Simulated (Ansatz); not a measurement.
Z-matrix (Å, degrees):
```
Si
C 1 1.854
C 1 1.851 2 112.0
Br 1 2.232 2 108.7 3 -120.7
H 1 1.485 2 111.3 3 121.1
C 2 1.329 1 125.7 3 119.5
H 2 1.091 1 116.0 3 -59.9
C 3 1.330 1 121.9 2 121.6
H 3 1.088 1 119.1 2 -57.6
H 6 1.086 2 121.9 1 -179.5
H 6 1.086 2 121.5 1 0.6
H 8 1.086 3 122.2 1 -179.0
H 8 1.087 3 121.7 1 1.3
```

The species carries charge 0 and has multiplicity 1.

Task: List the ωB97M-V/def2-TZVPP orbital energies in eV (the Gaussian-basis code of Ansatz). (Best estimate.)

Result: The calculation gave: Occupied: -13156.44, -1807.73, -1708.78, -1536.97, -1536.92, -1536.92, -281.97, -281.86, -281.52, -281.50, -241.62, -181.29, -181.12, -181.12, -148.72, -102.90, -102.81, -102.79, -74.67, -74.62, -74.62, -74.48, -74.48, -24.75, -24.33, -23.98, -19.62, -18.73, -17.03, -15.88, -15.15, -14.23, -13.97, -12.38, -11.93, -11.66, -10.74, -10.49, -10.35, -10.25. Lowest empty: 1.09, 1.62, 2.57, 3.13, 3.34, 3.57, 3.70, 4.09.
